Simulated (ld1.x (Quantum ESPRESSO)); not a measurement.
# scandium (Sc): variants of one TM potential

Base potential:

- Element: scandium
- Generator: ld1.x (Quantum ESPRESSO) 7.5
- Type: norm-conserving Troullier–Martins (Kleinman–Bylander form)
- Functional: LDA (PZ)
- Relativity: scalar-relativistic
- Frozen core: [Ne]
- Valence charge: 11
- Reference configuration: 3s2 3p6 3d1 4s1 4p0 (charge +1)
- Partial waves: 3p (bound): rc 1.75 bohr; 3d (bound): rc 1.75 bohr; 3s (bound): rc 0.95 bohr
- Local potential: the s channel
- Core correction: Bessel-smoothed model core, default radius (core density twice the valence density)

Occupied shells without a wave of their own: 4s. They enter only through the test configuration that unscreens the potential, and ld1.x also counts them in the model core charge.

All-electron outer shells of the reference configuration (LDA (PZ), scalar-relativistic, ld1.x):

```tsv
shell	level (eV)	outermost node (bohr)	outermost maximum (bohr)
2p	-395.14	–	0.23
3s	-61.79	0.42	0.92
3p	-40.63	0.39	0.97
3d	-10.23	–	1.08
4s	-9.96	1.32	2.91
4p	-6.47	1.47	3.51
```

Cutoffs, loose and tight: the cutoffs (Ry, on a coarse ladder) from which the occupation-weighted sum of valence levels, in a spherical-Bessel basis at the reference potential, stays within 10 and 1 mRy of its value at 400 Ry. They do not see the model core or the augmentation charge, which bear on the density cutoff. Test errors are all-electron minus pseudo excitation energies from the reference, over the configurations 3s2 3p6 3d1 4s2 4p0; 3s2 3p6 3d1 4s0 4p0; 3s2 3p6 3d0 4s0 4p0; 3s2 3p6 3d1 4s1.5 4p0; 3s2 3p6 3d1 4s0 4p1; 3s2 3p5 3d1 4s2 4p0; 3s1 3p6 3d1 4s2 4p0 (two spin-polarised tests are not counted in the largest error). A dash means not determined; rows that change the core or the reference have their own tests.

With those shells counted twice in exchange and correlation these files are broken, and their errors move erratically; no question is asked of them.

```tsv
change	outcome	cutoff, loose	cutoff, tight	bound ghosts	largest test error (meV)
base	generated	110 Ry	180 Ry	none	-493
all radii but the core radius scaled by about 0.76 (s 0.72, p 1.32, d 1.32 bohr)	generated	260 Ry	over 300 Ry	none	-654
all radii but the core radius scaled by about 0.84 (s 0.80, p 1.48, d 1.48 bohr)	generated	200 Ry	over 300 Ry	none	-557
all radii but the core radius scaled by about 0.89 (s 0.86, p 1.56, d 1.56 bohr)	generated	110 Ry	230 Ry	none	-521
all radii but the core radius scaled by about 0.96 (s 0.92, p 1.68, d 1.68 bohr)	generated	110 Ry	200 Ry	none	-501
all radii but the core radius scaled by about 1.05 (s 1.00, p 1.84, d 1.84 bohr)	generated	110 Ry	180 Ry	none	-486
all radii but the core radius scaled by about 1.10 (s 1.04, p 1.92, d 1.92 bohr)	generated	110 Ry	180 Ry	none	-479
all radii but the core radius scaled by about 1.18 (s 1.12, p 2.06, d 2.06 bohr)	generated	100 Ry	180 Ry	none	-486
all radii but the core radius scaled by about 1.26 (s 1.20, p 2.20, d 2.20 bohr)	generated	90 Ry	140 Ry	none	-529
all radii but the core radius scaled by about 1.33 (s 1.26, p 2.32, d 2.32 bohr)	generated	80 Ry	110 Ry	none	-573
all radii but the core radius scaled by about 1.39 (s 1.32, p 2.44, d 2.44 bohr)	generated, misses its reference levels by 0.16 eV	70 Ry	100 Ry	none	-638
```

Reading the sweep of the scale of all radii but the core radius (base = 1) (base included, trends over the rows without a ghost): The loose cutoff falls from 260 Ry at 0.76 to 70 Ry at 1.39. A larger radius leaves more room for a smooth pseudo-wave, so fewer plane waves are needed; a smaller one forces it to follow the all-electron wave where it bends sharply. The median size of the test errors (rows with all tests solved) is not monotonic: lowest 47.0 meV at 1, highest 226.6 meV at 1.39.
